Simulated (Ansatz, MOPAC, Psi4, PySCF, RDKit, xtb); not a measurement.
Complex: C2H3N (SMILES CC#N) (first 6 atoms) with CH5N (SMILES CN); geometry from B3LYP-D3(BJ)/def2-TZVP, rigid monomers moved along the line of their centres of mass till H5···N8 is 2.81 Å.
(charge 0, multiplicity 1):
```xyz
13

C      0.19250     1.30181     0.16282
C     -0.63659     0.10867     0.14241
N     -1.29260    -0.83564     0.16214
H     -0.28917     2.10573    -0.39425
H      0.32422     1.60197     1.20468
H      1.16360     1.09381    -0.28701
C      0.72055    -0.58432     3.90314
N     -0.28752     0.45817     3.69745
H      1.64338    -0.12938     4.26701
H      0.93950    -1.06087     2.94699
H      0.42869    -1.37217     4.60868
H     -0.53304     0.89742     4.57654
H     -1.13597     0.05103     3.32049
```

```tsv
level	interaction energy (kcal/mol)	cost
MMFF94	-2.97	-
UFF	-1.17	-
GFN-FF	-2.00	-
AM1	-0.92	-
PM3	-0.75	-
PM6	-2.75	-
PM7	-3.81	-
GFN1-xTB	-2.34	-
GFN2-xTB	-3.23	-
HF/STO-3G (no counterpoise)	-1.89	-
HF/3-21G (no counterpoise)	-4.96	-
HF/6-31G*	-2.73	-
HF/6-31G* (no counterpoise)	-3.61	-
HF/aug-cc-pVDZ	-2.52	-
PBE/def2-TZVPPD	-3.28	×1
PBE-D3(BJ)/def2-TZVPPD	-4.40	×1
PBE-D4/def2-TZVPPD	-4.38	×1
BP86/6-31G* (no counterpoise)	-3.59	-
r2SCAN/def2-TZVPPD	-3.63	×1
r2SCAN-D3(BJ)/def2-TZVPPD	-4.18	×1
r2SCAN-D4/def2-TZVPPD	-4.12	×1
B3LYP/3-21G (no counterpoise)	-5.70	-
B3LYP/6-31G*	-2.80	-
B3LYP/6-311+G** (no counterpoise)	-2.90	-
B3LYP/def2-TZVPPD	-2.60	×1
B3LYP-D3(BJ)/def2-TZVPPD	-4.24	×1
B3LYP-D4/def2-TZVPPD	-4.17	×1
PBE0/def2-TZVPPD	-3.25	×2
PBE0-D3(BJ)/def2-TZVPPD	-4.35	×2
PBE0-D4/def2-TZVPPD	-4.31	×2
M06-2X/6-31G* (no counterpoise)	-5.10	-
wB97X-V/def2-TZVPPD	-4.21	×3
wB97M-V/def2-TZVPPD	-4.14	×4
MP2/6-31G*	-3.37	-
MP2/6-31G* (no counterpoise)	-4.84	-
MP2/aug-cc-pVDZ	-3.90	-
SCS-MP2/aug-cc-pVDZ	-3.44	-
CCSD/aug-cc-pVDZ	-3.56	-
CCSD(T)/aug-cc-pVDZ	-3.79	×40
SAPT0/jun-cc-pV(D+d)Z	-3.92	-
```

The rows run from -5.70 (B3LYP/3-21G (no counterpoise)) to -0.75 kcal/mol (PM3). In aug-cc-pVDZ the value moves HF -2.52, MP2 -3.90, CCSD -3.56, CCSD(T) -3.79, a shift of -1.27 from HF to CCSD(T). The dispersion term adds -1.12 in PBE-D3(BJ), -1.11 in PBE-D4, -0.55 in r2SCAN-D3(BJ). The 6 functionals in def2-TZVPPD without D3 or D4 span 1.61, from wB97X-V to B3LYP.

Monomers are frozen at their geometry in the pair; levels with a basis set take the counterpoise correction. Rows marked so take none. RDKit's UFF carries no charges.

Correlated levels freeze the cores. Rows in 3-21G, 6-311+G**, 6-31G*, STO-3G carry no dispersion term and start afresh at each structure (6-31G* with six Cartesian d functions). MP2/6-31G* freezes PySCF's default core. The state that AM1, PM3, PM6, PM7 reach isn't checked; PM7 holds dispersion and hydrogen-bond terms.

Run with Ansatz (an electronic-structure program); MOPAC for AM1, PM3, PM6, PM7 (differences of heats of formation); Psi4 for SAPT; PySCF for 3-21G rows, 6-311+G** rows, 6-31G* rows, STO-3G rows, the dispersion terms; RDKit for the force fields; xtb for the GFN methods. Each number belongs to the level named beside it.

Costs are rough ratios of core time to PBE/def2-TZVPPD (about 12 s over the structures, on one shared machine); a dash marks a level with no comparable run of its own.
